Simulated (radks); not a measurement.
Results of a calculation; reference values are marked as such.
I+, configuration [Kr] 4d10 5s1 5p5 (not the ground configuration). Level of theory: scalar-relativistic Kohn-Sham, LDA (Slater exchange, Perdew-Wang correlation), spin-polarised, spherical densities, finite nucleus; open shells are filled with parallel spins first (spin-orbit coupling, left out, can overturn this in heavy ions); Fermi nuclear charge, rms radius 4.75 fm (a radial shooting solver on a logarithmic mesh with Libxc functionals).

Normalised radial functions P(r) = r R(r), r in bohr:

r,4d up,5s down
0.001932,0.0000,0.0429
0.002577,0.0000,0.0538
0.003409,0.0001,0.0664
0.004547,0.0002,0.0809
0.006065,0.0005,0.0961
0.008025,0.0010,0.1097
0.0107,0.0023,0.1194
0.01428,0.0050,0.1197
0.01889,0.0104,0.1046
0.02519,0.0218,0.0665
0.0336,0.0443,0.0019
0.04446,0.0847,-0.0805
0.0593,0.1561,-0.1621
0.07909,0.2670,-0.1966
0.1046,0.4094,-0.1384
0.1396,0.5569,0.0273
0.1861,0.6243,0.2228
0.2463,0.5074,0.2868
0.3285,0.1315,0.1005
0.4346,-0.4160,-0.2403
0.5797,-0.9338,-0.4401
0.7732,-1.1424,-0.2214
1.023,-0.9861,0.2922
1.364,-0.6262,0.7431
1.82,-0.2903,0.8294
2.408,-0.0969,0.6044
3.212,-0.0201,0.2946
4.284,-0.0023,0.0918
5.668,-0.0001,0.0174
7.559,0.0000,0.0016

4d up: eigenvalue -61.339 eV, 1 radial node at r = 0.353 bohr, <r> = 0.922 bohr, 90 % of the charge inside 1.41 bohr. 5s down (empty): eigenvalue -26.525 eV, 4 radial nodes at r = 0.0338, 0.134, 0.358, 0.880 bohr, <r> = 1.91 bohr, 90 % of the charge inside 2.78 bohr.
